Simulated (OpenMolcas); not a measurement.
## Bi: effect of the basis set

- Program: OpenMolcas 26.06
- Method: CASSCF
- Active space: 5 electrons in 8 orbitals (6s 6p 7s 7p)
- State averaging: 2S+1 = 4 odd, 1 root; 2S+1 = 2 odd, 8 roots
- Spin-orbit coupling: RASSI with atomic mean-field integrals over the reference wave functions, term energies averaged over their components

A. ANO-RCC-VTZP [8s7p5d3f2g], DKH2, point nucleus; cost roughly 12 core-seconds
B. ANO-RCC-VQZP [9s8p6d4f3g], DKH2, point nucleus; cost about 40 core-seconds
C. ANO-RCC [11s10p9d6f4g], DKH2, point nucleus; cost of the order of 50 core-seconds

Energies in cm⁻¹ above 6s² 6p³ ⁴S°_3/2, the measured ground level; measured values from NIST Handbook of Basic Atomic Spectroscopic Data.

```csv
Level,A,B,C,Measured
6s² 6p³ ⁴S°_3/2 [75 %],0.0,0.0,0.0,0.0
6s² 6p³ ²D°_3/2 [65 %],11728,11795,11719,11419
6s² 6p³ ²D°_5/2,16628,16657,16589,15438
6s² 6p³ ²P°_1/2,21881,21910,21780,21661
6s² 6p³ ²P°_3/2 [65 %],30751,30807,30645,33165
```

Deviations, from unrounded energies. A percentage is the sum of absolute deviations over the sum of measured energies, with the sign that they share, or ± where signs differ.

```json
{"Against measurement": "mean absolute deviation (cm-1)", "Levels": "4", "A": "1000", "B": "1100", "C": "1000"}
{"Against measurement": "other terms of the ground configuration (%)", "Levels": "4", "A": "±5.1", "B": "±5.1", "C": "±5.0"}
```

A, B, C lie about equally close to measurement. The largest miss of C in the table is 6s² 6p³ ²P°_3/2 [65 %], by -2500 cm-1. The ranking rests on the paired levels alone, and a cruder setting can come out closer through cancelling errors.

Among A to C the level of the table that moves most is 6s² 6p³ ²P°_3/2 [65 %], by 160 cm-1 (lowest in C, highest in B).

Active for correlation alone: 7p 7s; no level in the range computed is led by a configuration that fills them, so any true level of that kind is missing. Spin-orbit splittings of 6p shells tend to come out small when the coupling is added on scalar orbitals. Computed and measured levels are paired by configuration, term and J; levels that our copy of the source lacks, or whose pairing is in doubt (as where it misses far off the trend of its configuration), stay unpaired and out of the deviations. Levels of configurations outside the active space are missing.

A share in square brackets marks a mixed level and gives the weight of the term that names it, the lowest over the columns. ° marks odd parity.
